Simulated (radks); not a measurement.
The numbers below are computed, except where a source is named.
Problem. Ionisation of Pt+, [Xe] 4f14 5d9, to Pt2+, [Xe] 4f14 5d8, under several functionals. Scalar-relativistic Kohn-Sham, spin-polarised, spherical densities, point nucleus; open shells are filled with parallel spins first (spin-orbit coupling, left out, can overturn this in heavy ions); a radial shooting solver on a logarithmic mesh with Libxc functionals. Known Delta-SCF values: XLYP 19.418 eV. What does exchange-only B88 give, and what is its highest occupied eigenvalue?

Solution. 18.320 eV by Delta-SCF; the 5d eigenvalue is -12.942 eV. NIST: 18.6 eV (measured).
